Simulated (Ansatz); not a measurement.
Ansatz (a program for electronic structure) input file for Si(H)(Cl)2(vinyl) (C₂H₄Cl₂Si), SMILES C=C[SiH](Cl)Cl, PBE-D3(BJ)/def2-SVP. 

Ansatz 0.2 input:
```yaml
crystal:
  periodic: [false, false, false]
  atoms:
    - {symbol: Si, position_ang: [-0.04809527, -0.39207436, -0.00000000]}
    - {symbol: Cl, position_ang: [1.06193064, 0.10974823, 1.67752295]}
    - {symbol: Cl, position_ang: [1.06193064, 0.10974823, -1.67752296]}
    - {symbol: C, position_ang: [-1.64671211, 0.54124850, 0.00000001]}
    - {symbol: C, position_ang: [-2.82855395, -0.09037936, 0.00000000]}
    - {symbol: H, position_ang: [-0.27977108, -1.85448614, -0.00000000]}
    - {symbol: H, position_ang: [-1.62034796, 1.63797493, 0.00000001]}
    - {symbol: H, position_ang: [-2.90083537, -1.18421674, -0.00000000]}
    - {symbol: H, position_ang: [-3.77975736, 0.45311428, 0.00000000]}
basis:
  gaussian:
    orbitals: def2-SVP
hamiltonian:
  xc: pbe
  dispersion: d3bj
relax: {f_tol: 0.002, max_steps: 200}
```

Log of the run:

```
WARN ansatz: RAYON_NUM_THREADS=1 ignored (pool sized by the plan → 1); use --threads N
Functional definition: PBE
integrals: 0.05 GiB planned
1134 factors; their error is unknown
mean field: 0.26 GiB planned
mean field evaluation 1: about -35028.4976 eV, gradient 4.9e1 eV
mean field evaluation 2: about -35015.9629 eV, gradient 8.1e1 eV
mean field evaluation 4: about -35034.9230 eV, gradient 9.1e0 eV
mean field evaluation 8: about -35035.1405 eV, gradient 1.6e-1 eV
mean field evaluation 16: about -35035.0641 eV, gradient 1.2e-4 eV
mean field -35035.06410802 eV, -1287.5148583504 hartree, gradient 1.5e-5 eV, S^2 0.000000; 0 other end points of the search recorded, 0 dependent functions left out
the calculation of the forces begins
reference -35035.06413967 eV, -1287.5148595136 hartree; 32, 32 occupied and 70, 70 virtual orbitals, 1134 factors
relax step   1: F+E_penalty+E_count = -35035.31920424 eV  Δ(F+E_penalty+E_count) = +0.000e0 eV  max|allowed force component| = 2.908e-1 eV/Å  Δτ_max = 0.0000 Å  (29 SCF iters, accepted)
these checks for a lower state are left out or cut short: starts, cluster_reference, orbital_swaps, neighbouring_geometries, increment
integrals: 0.05 GiB planned
1134 factors; their error is unknown
mean field: 0.26 GiB planned
mean field -35035.07280010 eV, -1287.5151777783 hartree, gradient 1.3e-5 eV, S^2 0.000000; 0 other end points of the search recorded, 0 dependent functions left out
the calculation of the forces begins
reference -35035.07283188 eV, -1287.5151789464 hartree; 32, 32 occupied and 70, 70 virtual orbitals, 1134 factors
relax step   2: F+E_penalty+E_count = -35035.32709112 eV  Δ(F+E_penalty+E_count) = -7.887e-3 eV  max|allowed force component| = 7.215e-2 eV/Å  Δτ_max = 0.0101 Å  (33 SCF iters, accepted)
these checks for a lower state are left out or cut short: starts, cluster_reference, orbital_swaps, neighbouring_geometries, increment
integrals: 0.05 GiB planned
1134 factors; their error is unknown
mean field: 0.26 GiB planned
mean field evaluation 32: about -35035.0735 eV, gradient 1.2e-3 eV
mean field -35035.07350409 eV, -1287.5152036494 hartree, gradient 1.3e-5 eV, S^2 0.000000; 0 other end points of the search recorded, 0 dependent functions left out
the calculation of the forces begins
reference -35035.07353590 eV, -1287.5152048184 hartree; 32, 32 occupied and 70, 70 virtual orbitals, 1134 factors
relax step   3: F+E_penalty+E_count = -35035.32763465 eV  Δ(F+E_penalty+E_count) = -5.435e-4 eV  max|allowed force component| = 1.661e-2 eV/Å  Δτ_max = 0.0045 Å  (33 SCF iters, accepted)
these checks for a lower state are left out or cut short: starts, cluster_reference, orbital_swaps, neighbouring_geometries, increment
integrals: 0.05 GiB planned
1134 factors; their error is unknown
mean field: 0.26 GiB planned
mean field -35035.07354454 eV, -1287.5152051359 hartree, gradient 1.8e-5 eV, S^2 0.000000; 0 other end points of the search recorded, 0 dependent functions left out
the calculation of the forces begins
reference -35035.07357635 eV, -1287.5152063050 hartree; 32, 32 occupied and 70, 70 virtual orbitals, 1134 factors
relax step   4: F+E_penalty+E_count = -35035.32765003 eV  Δ(F+E_penalty+E_count) = -1.537e-5 eV  max|allowed force component| = 5.235e-3 eV/Å  Δτ_max = 0.0015 Å  (22 SCF iters, accepted)
these checks for a lower state are left out or cut short: starts, cluster_reference, orbital_swaps, neighbouring_geometries, increment
integrals: 0.05 GiB planned
1134 factors; their error is unknown
mean field: 0.26 GiB planned
mean field -35035.07354181 eV, -1287.5152050357 hartree, gradient 8.0e-5 eV, S^2 0.000000; 0 other end points of the search recorded, 0 dependent functions left out
the calculation of the forces begins
reference -35035.07357362 eV, -1287.5152062048 hartree; 32, 32 occupied and 70, 70 virtual orbitals, 1134 factors
relax step   5: F+E_penalty+E_count = -35035.32765385 eV  Δ(F+E_penalty+E_count) = -3.826e-6 eV  max|allowed force component| = 2.369e-3 eV/Å  Δτ_max = 0.0008 Å  (20 SCF iters, accepted)
these checks for a lower state are left out or cut short: starts, cluster_reference, orbital_swaps, neighbouring_geometries, increment
integrals: 0.05 GiB planned
1134 factors; their error is unknown
mean field: 0.26 GiB planned
mean field -35035.07353221 eV, -1287.5152046831 hartree, gradient 1.8e-5 eV, S^2 0.000000; 0 other end points of the search recorded, 0 dependent functions left out
the calculation of the forces begins
reference -35035.07356403 eV, -1287.5152058522 hartree; 32, 32 occupied and 70, 70 virtual orbitals, 1134 factors
relax step   6: F+E_penalty+E_count = -35035.32765634 eV  Δ(F+E_penalty+E_count) = -2.491e-6 eV  max|allowed force component| = 7.421e-4 eV/Å  Δτ_max = 0.0014 Å  (22 SCF iters, accepted)
integrals: 0.05 GiB planned
1134 factors; their error is unknown
mean field: 0.26 GiB planned
mean field evaluation 64: about -35035.1502 eV, gradient 1.6e-1 eV
mean field -35035.07353221 eV, -1287.5152046831 hartree, gradient 1.8e-5 eV, S^2 0.000000; 1 other end points of the search recorded, 0 dependent functions left out
the calculation of the forces begins
reference -35035.07356403 eV, -1287.5152058522 hartree; 32, 32 occupied and 70, 70 virtual orbitals, 1134 factors
Total energy: -35035.32768816 eV, -1287.5245447417 hartree
Atom 0 at    -0.043370    -0.390065     0.000000 Å, force     0.000392    -0.000593     0.000000 eV/Å
Atom 1 at     1.069939     0.109246     1.681805 Å, force     0.000121     0.000226     0.000156 eV/Å
Atom 2 at     1.069939     0.109246    -1.681805 Å, force     0.000121     0.000226    -0.000156 eV/Å
Atom 3 at    -1.646666     0.548592     0.000000 Å, force     0.000016     0.000407    -0.000000 eV/Å
Atom 4 at    -2.833312    -0.091527     0.000000 Å, force    -0.000742     0.000261    -0.000000 eV/Å
Atom 5 at    -0.281950    -1.866809     0.000000 Å, force    -0.000447    -0.000023    -0.000000 eV/Å
Atom 6 at    -1.620335     1.653270     0.000000 Å, force    -0.000106    -0.000378     0.000000 eV/Å
Atom 7 at    -2.900992    -1.193855    -0.000000 Å, force     0.000405     0.000045     0.000000 eV/Å
Atom 8 at    -3.793465     0.452579     0.000000 Å, force     0.000239    -0.000170     0.000000 eV/Å
Dipole moment:    -0.449553    -0.038071    -0.000000 e Å
```

The calculation finished and met its thresholds.
